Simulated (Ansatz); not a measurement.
A nudged elastic band was laid between two geometries of H₄O₃Sn (8 atoms, charge 0, multiplicity 1).

Computed with Ansatz 0.2.0, RKS PBE/def2-SVP.

| Item | Value |
| --- | --- |
| movable images | 5 |
| climbing image | yes |
| spring | 5.0 eV/Å² |
| optimiser | quadratic models (default) |
| start path | through a guess of the saddle point |
| force threshold | 0.03 eV/Å |
| iteration limit | 60 |
| end points | relaxed |

Initial state:

```xyz
8
Properties=species:S:1:pos:R:3
Sn 0.026 -0.025 0.608
H -0.103 0.273 2.297
O 1.940 -0.519 0.265
H 2.135 -0.385 -0.684
O -0.501 1.558 -0.495
H -1.093 1.231 -1.203
O -1.179 -1.451 -0.136
H -0.790 -2.331 0.032
```

Final state:

```xyz
8
Properties=species:S:1:pos:R:3
Sn -1.012 0.351 0.843
H 1.772 -0.444 1.586
O 1.432 -0.024 0.772
H 1.046 -0.789 0.219
O -0.972 1.600 -0.742
H -0.619 1.106 -1.510
O -0.423 -1.292 -0.372
H -0.789 -2.158 -0.111
```

What changes between the two ends?

Bonds broken: Sn1–H2. Bonds formed: H2–O3.

What energy profile does the band end with?

The run converged. The highest image is number 3 of 0 to 6, 143.9 kJ/mol above the first end and 249.8 kJ/mol above the last; the last end lies 105.9 kJ/mol below the first. Neighbouring images differ by up to 2.0 eV, so the band resolves the path poorly. A vibrational analysis at the climbing image gives one clearly imaginary mode, 1004i cm⁻¹: a first-order saddle point. The orbitals stay closed-shell, which can raise the energy where a bond breaks towards radicals; this wasn't checked here.

| image | path coordinate (Å) | energy (kJ/mol) | Sn1–H2 (Å) | H2–O3 (Å) |
| --- | --- | --- | --- | --- |
| 0 | 0.00 | 0.0 | 1.72 | 2.99 |
| 1 | 0.87 | 4.5 | 1.72 | 2.96 |
| 2 | 1.75 | 34.3 | 1.72 | 2.66 |
| 3 | 2.62 | 143.9 | 1.77 | 1.69 |
| 4 | 3.44 | -52.3 | 2.35 | 1.00 |
| 5 | 4.26 | -86.7 | 2.84 | 0.98 |
| 6 | 5.08 | -105.9 | 2.99 | 0.98 |

What is the geometry of the highest image?


```xyz
8
Properties=species:S:1:pos:R:3
Sn -0.265 0.062 0.589
H 0.985 -0.076 1.841
O 1.874 0.031 0.411
H 2.238 -0.826 0.099
O -0.876 1.620 -0.516
H -1.355 1.256 -1.289
O -0.969 -1.480 -0.514
H -1.196 -2.235 0.064
```

The run took 110 s on 2 threads of Arm Neoverse V2 (shared host), peak memory 0.13 GiB.
